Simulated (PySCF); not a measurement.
Ionisation energy of Sb by level of theory

Sb [Kr] 4d10 5s2 5p3 (4S) → Sb⁺ [Kr] 4d10 5s2 5p2 (3P), as a difference of total energies. Calculation: PySCF 2.14, in cc-pVDZ-PP with ECP28MDF (4s3p2d, 23 functions); a scalar-relativistic core potential. Correlated levels: valence: 4s2 4p6 4d10 frozen. The calculations carry no spin-orbit coupling.

```
           method  ionisation energy (eV)  error (eV)
              UHF                   8.600      -0.524
             TPSS                   8.973      -0.151
           r2SCAN                   9.178      +0.054
    MP2 (valence)                   8.885      -0.239
SCS-MP2 (valence)                   8.786      -0.338
   CCSD (valence)                   8.847      -0.277
CCSD(T) (valence)                   8.849      -0.275
```

Reference: 9.124 eV (measured; NIST levels, between the centres of gravity of the two terms).

Errors of the correlated levels include the incompleteness of this basis and the frozen core.
